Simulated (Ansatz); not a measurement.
Cost and result up the ladder for the cluster Sn₂Cl₄ (6 atoms). Charge 0, multiplicity 1. Geometry: PBE-D4/def2-SVP.

| atom | x (Å) | y (Å) | z (Å) |
| --- | --- | --- | --- |
| Sn1 | 0.6195 | 0.2370 | 1.4148 |
| Sn2 | -0.6195 | -0.2370 | -1.4148 |
| Cl3 | 1.2197 | 1.6858 | -0.8175 |
| Cl4 | 1.6514 | -1.4281 | -0.4813 |
| Cl5 | -1.2198 | -1.6858 | 0.8173 |
| Cl6 | -1.6513 | 1.4281 | 0.4816 |

Ansatz on 4 threads of Arm Neoverse V2 on a shared host. Times are rough, and most runs start from the orbitals of an earlier one. ωB97M-V/def2-TZVP serves as the yardstick here, not as an exact answer. Differences are given only for rows in sets of like size (and for xTB, whose basis is part of the method), since another set adds its own error. Binding counts from free atoms at the same level (Sn triplet, Cl doublet; other spins of the atoms weren't run), without zero-point energy or a counterpoise term.

In the def2 sets Sn takes a core potential; there is no spin–orbit coupling. Correlated methods freeze 28 core orbitals; core or outer-core shells of Sn are correlated, in sets that lack core-valence functions. The rows differ in basis, and correlated rows in double-zeta sets carry the largest basis error. Another isomer (singlet) lies 1.05 eV lower at PBE0-D4/def2-TZVP; other spin states weren't run for this one.

Correlated methods converge slowly with the basis, most of all in double-zeta sets.

```csv
level,functions,wall time
PBE-D4/def2-TZVP (with forces),248,3.8 s
PBE0-D4/def2-TZVP,248,7 s
r2SCAN-D4/def2-TZVP,248,8 s
CCSD(T)/def2-SVP,124,13 s
ωB97X-V/def2-TZVP,248,15 s
ωB97M-V/def2-TZVP,248,19 s
```

(1) Estimate what each level gives for the binding energy per atom (eV).

Answers

(1) 
| level | binding energy per atom (eV) | difference from ωB97M-V/def2-TZVP (eV) |
| --- | --- | --- |
| PBE-D4/def2-TZVP (with forces) | 2.86 | 0.14 |
| PBE0-D4/def2-TZVP | 2.73 | 0.01 |
| r2SCAN-D4/def2-TZVP | 2.76 | 0.04 |
| CCSD(T)/def2-SVP | 2.31 | – |
| ωB97X-V/def2-TZVP | 2.72 | 0.00 |
| ωB97M-V/def2-TZVP | 2.72 | 0.00 |
